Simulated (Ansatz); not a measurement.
The first iterations of a band of GeH4 + H2O (8 atoms, charge 0, multiplicity 1).

These are results of RKS PBE/def2-SVP (Ansatz), not measurements.

```json
{
 "movable images": "7",
 "climbing image": "yes",
 "spring": "5.0 eV/Å²",
 "optimiser": "quadratic models (default)",
 "start path": "through a guess of the saddle point",
 "force threshold": "0.03 eV/Å",
 "iteration limit": "60",
 "end points": "relaxed"
}
```

First end point:

```xyz
8
Properties=species:S:1:pos:R:3
Ge 0.371 0.036 -0.141
H 0.345 -0.104 1.403
H 1.855 -0.020 -0.596
H -0.249 1.380 -0.577
H -0.379 -1.154 -0.787
O -2.644 0.039 0.971
H -2.597 -0.919 0.793
H -2.168 0.113 1.820
```

Last end point:

```xyz
8
Properties=species:S:1:pos:R:3
Ge -0.187 -0.054 -0.839
H -1.281 0.412 3.489
H 1.167 -0.570 -0.272
H -0.138 1.463 -1.123
H -0.556 -0.853 -2.123
O -1.502 -0.216 0.394
H -1.635 -1.150 0.639
H -1.334 0.339 2.723
```

| iteration | highest image above the first end (eV) | largest band force component (eV/Å) |
| --- | --- | --- |
| 1 | 3.633 | 6.656 |
| 2 | 2.591 | 2.082 |
| 3 | 2.030 | 3.478 |
| 4 | 1.735 | 0.816 |
| 5 | 1.908 | 1.259 |
| 6 | 1.886 | 0.691 |
| 7 | 1.811 | 0.951 |
| 8 | 1.703 | 0.724 |

Task: Does the band converge within its limit, and where does its top end?

Result: It converged. It ended after 24 iterations with the highest image 1.712 eV above the first end. Neighbouring images differ by up to 1.2 eV, so the band resolves the path poorly. A vibrational analysis at the climbing image gives one clearly imaginary mode, 1225i cm⁻¹: a first-order saddle point. The orbitals stay closed-shell, which can raise the energy where a bond breaks towards radicals; this wasn't checked here.

The run took 2.5 min on 2 threads of Arm Neoverse V1, with other jobs on the host, peak memory 0.16 GiB.
